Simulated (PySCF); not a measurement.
Compound: C₆H₉NO₂.
Numbering: `[O:1]=[C:2]([OH:3])[C@@H:4]1[CH2:5][CH:6]=[N:7][CH2:8][CH2:9]1` (hydrogens: H10 on O3; H11 on C4; H12, H13 on C5; H14 on C6; H15, H16 on C8; H17, H18 on C9)

Cartesian coordinates in Å at the GFN2-xTB level; atoms count from 1:
```
atom  x, y, z in Å
O1     2.5285   -0.9706   -0.2812
C2     1.9768    0.0719   -0.0520
O3     2.6073    1.2513   -0.1183
C4     0.5157    0.2379    0.2945
C5    -0.0371   -1.0045    0.9921
C6    -1.5368   -1.0383    0.9352
N7    -2.2942   -0.3288    0.2306
C8    -1.7504    0.6446   -0.6750
C9    -0.2691    0.4564   -1.0081
H10    3.5333    1.1276   -0.3816
H11    0.4081    1.1243    0.9259
H12    0.3590   -1.8996    0.5017
H13    0.2838   -1.0407    2.0355
H14   -2.0201   -1.7589    1.5866
H15   -1.9213    1.6286   -0.2245
H16   -2.3536    0.5977   -1.5865
H17    0.1080    1.3296   -1.5417
H18   -0.1467   -0.4225   -1.6448
```

Theory: PBE0/def2-SVPD in PySCF (dipole) on a GFN2-xTB geometry, gas phase.

Take the most abundant isotopes and a rigid rotor. The values belong to one conformer with, in the numbering `[O:1]=[C:2]([OH:3])[C@@H:4]1[CH2:5][CH:6]=[N:7][CH2:8][CH2:9]1`, O1–C2–O3–H 1°, O1–C2–C4–C5 28°, C2–C4–C5–C6 -161°, C4–C5–C6–N7 13°, C6–N7–C8–C9 17°, N7–C8–C9–C4 -48°.

Give the principal moments of inertia and the rotational constants in GHz.

Ia = 142.85, Ib = 454.57, Ic = 535.28 u·Å²; 505379 MHz·u·Å²/I gives 3538, 1112 and 944.1 MHz, that is A = 3.5377, B = 1.1118, C = 0.9441 GHz.

Classify the top.

An asymmetric top: κ = (2 × 1112 − 3538 − 944.1)/(3538 − 944.1) = -0.87.

What does the inertial defect say?

Not planar: Δ = Ic − Ia − Ib = -62.14 u·Å². For a rigid frame Δ = −2 Σ m c², so Σ m c² = 31.07 u·Å² lies off the ab plane: 8.12 from hydrogen and 22.95 from heavier atoms. The atom farthest from that plane is 1.58 Å away.

Where do the levels up to J = 2 lie, in MHz?

Above 0(0,0):
J = 1: 1(0,1) 2056, 1(1,1) 4482, 1(1,0) 4649
J = 2: 2(0,2) 6159, 2(1,2) 8426, 2(1,1) 8929, 2(2,1) 16207, 2(2,0) 16215
The levels of one J sum to (2J + 1)J(J + 1)(A + B + C)/3.

Predict some low-J microwave lines.

The dipole components are |μa| = 1.42 D, |μb| = 1.04 D, |μc| = 1.04 D. Intensities carry the squares of the components, which stand as 1.00 : 0.53 : 0.53 (a : b : c). Some of the stronger lines:

```tsv
type	branch	J(Ka,Kc)	MHz	lower level (cm⁻¹)
a	Q	2(1,1) ← 2(1,2)	503	0.281
a	Q	4(1,3) ← 4(1,4)	1675	0.741
c	Q	1(1,1) ← 1(0,1)	2426	0.069
b	Q	2(1,1) ← 2(0,2)	2770	0.205
b	R	1(1,1) ← 0(0,0)	4482	0.000
b	R	4(0,4) ← 3(1,3)	6098	0.478
c	R	2(1,1) ← 1(0,1)	6873	0.069
c	Q	2(2,1) ← 2(1,1)	7278	0.298
b	Q	2(2,1) ← 2(1,2)	7781	0.281
a	R	4(0,4) ← 3(0,3)	8141	0.410
b	R	3(1,3) ← 2(0,2)	8178	0.205
a	R	4(2,3) ← 3(2,2)	8217	0.746
a	R	4(3,2) ← 3(3,1)	8240	1.165
b	Q	4(2,3) ← 4(1,4)	8382	0.741
a	R	4(1,3) ← 3(1,2)	8541	0.512
c	R	3(1,2) ← 2(0,2)	9183	0.205
c	Q	4(3,2) ← 4(2,2)	12452	1.025
b	Q	4(3,2) ← 4(2,3)	12576	1.020
c	R	3(2,2) ← 2(1,2)	13948	0.281
c	R	4(2,2) ← 3(1,2)	15373	0.512
c	Q	4(4,1) ← 4(3,1)	17552	1.440
b	R	4(3,2) ← 3(2,1)	20752	0.748
c	R	4(3,1) ← 3(2,1)	20754	0.748
c	R	4(4,0) ← 3(3,0)	25793	1.165
```

Whether it is a minimum is left open (no frequencies). No vibrational averaging or centrifugal distortion is included, and the geometry carries the error of its method. Quadrupole hyperfine structure (14N) is left out.
